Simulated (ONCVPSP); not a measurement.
# Bi: ONCV pseudisation with PBE, scalar-relativistic reference atom.

- Element: Bi
- Generator: ONCVPSP 4.0.1
- Type: optimised norm-conserving Vanderbilt (ONCV)
- Functional: PBE
- Relativity: scalar-relativistic
- Frozen core: [Kr] 4d10 4f14
- Valence charge: 23
- Reference configuration: 5s2 5p6 5d10 6s2 6p1 (charge +2)
- Partial waves: 5s+6s: rc 1.35 bohr, ncon 4, nbas 8, qcut 9 1/bohr, 2 projectors; 5p+6p: rc 1.60 bohr, ncon 4, nbas 7, qcut 6.7 1/bohr, 2 projectors; 5d: rc 1.70 bohr, ncon 4, nbas 9, qcut 10.7 1/bohr, 2 projectors, debl 2.7 Ha
- Local potential: polynomial inside 1.25 bohr (lpopt 5, dvloc0 0 Ha)
- Core correction: Teter function, fcfact 3.75, rcfact 1.75

All-electron outer shells of the reference configuration (PBE, scalar-relativistic, ld1.x):

| shell | level (eV) | outermost node (bohr) | outermost maximum (bohr) |
| --- | --- | --- | --- |
| 4d | -447.68 | 0.19 | 0.38 |
| 5s | -175.36 | 0.44 | 0.77 |
| 4f | -170.21 | – | 0.34 |
| 5p | -113.42 | 0.48 | 0.86 |
| 5d | -44.53 | 0.51 | 1.03 |
| 6s | -30.71 | 0.98 | 1.83 |
| 6p | -19.19 | 1.14 | 2.27 |

Results:

| Quantity | Value |
| --- | --- |
| Cutoffs needed | 32 Ha and 38 Ha (the cutoffs (Ha) at which the residual kinetic energy of the hardest occupied pseudo-wave falls to 1 and 0.1 mHa per electron) |
| Ghost test | no bound ghost flagged; GHOST(+) flagged for s at 341.0 eV |
| Largest excitation error | -33 meV (all-electron minus pseudo) for 5s2 5p6 5d9 6s2 6p4, out of 4 test configurations |
| rms error of d²Exc/dni dnj | 4.46 mHa without and 3.21 mHa with the model core |

Generation and tests took about 7.2 s on one core of a shared server CPU.
